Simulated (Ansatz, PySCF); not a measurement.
SiHF, SMILES F[SiH] (connectivity only; charge and spin as stated), neutral, multiplicity 1. Atoms are numbered in the order given.

```xyz
3

Si     0.1185     0.5729     0.0000
H     -1.3988     0.8397     0.0000
F      0.0132    -1.0386     0.0000
```

Geometry optimised at r2SCAN-D4/def2-TZVPD. The isomer is the one that the SMILES or the coordinates give; other isomers of the formula were not compared.

Two levels are set side by side: PBE-D3(BJ)/def2-TZVPD (Ansatz, an electronic-structure program) and r2SCAN-D4/def2-TZVPD (Ansatz). Each level has its own optimised geometry; the coordinates shown are those of the second. Frequencies come from the Hessian of PySCF at each geometry. Differences are taken from unrounded values.

| quantity | r2SCAN-D4 |
|---|---|
| mean bond length (Å) | 1.578 |
| bond Si1–F3 (Å) | 1.615 |
| bond Si1–H2 (Å) | 1.541 |
| highest harmonic wavenumber (cm⁻¹) | 1954 |
| mean harmonic wavenumber (cm⁻¹) | 1221 |
| zero-point energy (kcal/mol) | 5.24 |

### Question
What does PBE-D3(BJ) give, and how far is it from r2SCAN-D4? (The exact figures need the calculation; the answer reports its results.)

### Answer

```
quantity                            PBE-D3(BJ)  PBE-D3(BJ) minus r2SCAN-D4
----------------------------------  ----------  --------------------------
mean bond length (Å)                     1.595                       0.018
bond Si1–F3 (Å)                          1.636                       0.021
bond Si1–H2 (Å)                          1.555                       0.014
highest harmonic wavenumber (cm⁻¹)        1890                         -64
mean harmonic wavenumber (cm⁻¹)           1172                         -49
zero-point energy (kcal/mol)              5.02                       -0.21
```
